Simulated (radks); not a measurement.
Kinetic energies: the exact non-interacting value of the Kohn-Sham orbitals and orbital-free approximations, as 100 (|E| - |E exact|)/|E exact|, negative where the magnitude is too small. Species: As [Ar] 3d10 4s2 4p3; Ti4+ [Ar]; C3+ [He] 2s1. Calculated with a radial shooting solver on a logarithmic mesh with Libxc functionals: non-relativistic Kohn-Sham, exchange-only LDA, spin-polarised, spherical densities, point nucleus. Every spin shell is full or empty, so the densities are truly spherical. Functionals are evaluated on that one density, not self-consistently.

[
 {"functional": "exact (hartree)", "As": "2229.65", "Ti4+": "842.294", "C3+": "34.2011"},
 {"functional": "Thomas-Fermi", "As": "-6.10", "Ti4+": "-6.87", "C3+": "-9.96"},
 {"functional": "von Weizsacker", "As": "-52.30", "Ti4+": "-44.70", "C3+": "-5.52"},
 {"functional": "TF + vW", "As": "+41.61", "Ti4+": "+48.42", "C3+": "+84.52"},
 {"functional": "TF + vW/9", "As": "-0.80", "Ti4+": "-0.73", "C3+": "+0.54"},
 {"functional": "TF + vW/5", "As": "+3.44", "Ti4+": "+4.19", "C3+": "+8.94"},
 {"functional": "LC94", "As": "-0.03", "Ti4+": "+0.01", "C3+": "+0.35"},
 {"functional": "APBEK", "As": "+0.05", "Ti4+": "+0.12", "C3+": "+0.30"},
 {"functional": "Thakkar", "As": "-0.52", "Ti4+": "-0.31", "C3+": "+0.56"},
 {"functional": "Pearson", "As": "-1.17", "Ti4+": "-1.42", "C3+": "-3.96"},
 {"functional": "LKT", "As": "+22.47", "Ti4+": "+27.04", "C3+": "+55.83"},
 {"functional": "PG1", "As": "+17.77", "Ti4+": "+21.67", "C3+": "+48.50"},
 {"functional": "DePristo-Kress", "As": "-0.13", "Ti4+": "-0.05", "C3+": "-0.11"},
 {"functional": "Ernzerhof", "As": "-0.44", "Ti4+": "-0.21", "C3+": "+3.33"}
]
